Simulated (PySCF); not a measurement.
Nb(OH)4 (H4NbO4), SMILES [OH][Nb]([OH])([OH])[OH] (connectivity only; charge and spin as stated), neutral, multiplicity 2.

Geometry: B3LYP-D3(BJ)/def2-SVP. The multiplicity is an assumed one; other spin states were not compared. The def2 effective core potentials stand for the cores of Nb; spin–orbit coupling is left out. One conformer was computed; it need not be the lowest.

Two levels are set side by side: PBE/def2-TZVP (PySCF) and CAM-B3LYP/def2-TZVP (PySCF). Same geometry, gas phase. Differences are taken from unrounded values.

| quantity | CAM-B3LYP |
|---|---|
| α-spin orbital gap (eV) | 6.71 |
| β-spin orbital gap (eV) | 9.96 |
| mean polarisability (bohr³) | 54.9 |

**Question.** What does PBE give, and how far is it from CAM-B3LYP? (An estimate is asked for; the answer gives what the named calculation found.)

**Answer.** 
```json
[
 {"quantity": "α-spin orbital gap (eV)", "PBE": "1.79", "PBE minus CAM-B3LYP": "-4.92"},
 {"quantity": "β-spin orbital gap (eV)", "PBE": "5.06", "PBE minus CAM-B3LYP": "-4.90"},
 {"quantity": "mean polarisability (bohr³)", "PBE": "62.3", "PBE minus CAM-B3LYP": "7.4"}
]
```

PBE's more diffuse valence density responds more strongly to a field. Differences between two approximate levels are no errors against the true value.

Rough cost on one machine, each run with all the roots and properties that it gave: CAM-B3LYP against PBE within a factor of 2.
